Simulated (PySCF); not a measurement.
FeBr2, SMILES [Br][Fe][Br] (connectivity only; charge and spin as stated), neutral, multiplicity 5. Atoms are numbered in the order given.

```xyz
3

Fe     0.0000     0.0000     0.0000
Br     0.0000     0.0000    -2.2895
Br     0.0000     0.0000     2.2895
```
Charge 0, spin multiplicity 5.

The structure is a stationary point at PBE0-D3(BJ)/def2-SVP. The multiplicity is an assumed one; other spin states were not compared.

All values below come from r2SCAN/def2-TZVPD (PySCF).

Mulliken values depend strongly on the basis, most of all with diffuse functions as here. ESP charges are fitted to the potential on shells at 1.4 to 2.0 van der Waals radii. Atomic charges (e):

```csv
atom,Mulliken,ESP fit,Mulliken spin
Fe1,0.36,…,3.84
Br2,-0.18,…,0.08
Br3,-0.18,…,0.08
```

Task: Some entries are withheld; supply them. (Estimate from the structure and the level; the computed values follow.)

Result: 
- Fe1, ESP fit: 0.42
- Br2, ESP fit: -0.21
- Br3, ESP fit: -0.21
